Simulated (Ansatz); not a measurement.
Reaction (formal exchange of groups at a B–Cl bond): `Cl[BH][GaH2]` + SiH₄ → `[SiH3][BH][GaH2]` + HCl

Computed with Ansatz on PBE0-D4/def2-TZVP structures; ΔE is electronic, products minus reactants. CBS: MP2 limit from def2 TZ/QZ plus the TZ coupled-cluster correction, frozen cores. This one scheme is used for every species. DFT in def2-TZVPP. For Ga outer-core shells are correlated without core-valence functions, which leaves a few kJ/mol of doubt a bond. Scalar relativity is left out up to krypton.

```json
{"level": "LDA (SPW92)", "ΔE (kJ/mol)": "95.5"}
{"level": "BLYP-D4", "ΔE (kJ/mol)": "102.3"}
{"level": "r2SCAN0-D4", "ΔE (kJ/mol)": "102.0"}
{"level": "B2PLYP", "ΔE (kJ/mol)": "108.5"}
{"level": "PBE-QIDH", "ΔE (kJ/mol)": "104.2"}
{"level": "revPBE", "ΔE (kJ/mol)": "97.9"}
{"level": "BHLYP", "ΔE (kJ/mol)": "108.8"}
{"level": "LC-ωPBE", "ΔE (kJ/mol)": "100.0"}
```

Q: What does CCSD(T)/CBS give? (An estimate is asked.)

A: Computed: +101.1 kJ/mol. The listed levels differ from it by -5.6, 1.2, 0.9, 7.4, 3.1, -3.2, 7.7, -1.1 kJ/mol.

Largest T1 diagnostic among the species: 0.015.

Leaving LDA and LC-ωPBE aside and taking each functional with its dispersion term where it has one, the values, not all of them listed here, spread over 12.9 kJ/mol, from PBE-D4 to B2PLYP. At CCSD(T), def2-SVP lies +13.8 kJ/mol from the extrapolated value and def2-TZVPP +1.2 kJ/mol. From BLYP to BHLYP (50 % exact exchange), in def2-TZVPP and without D4, ΔE moves by +3.3 kJ/mol.
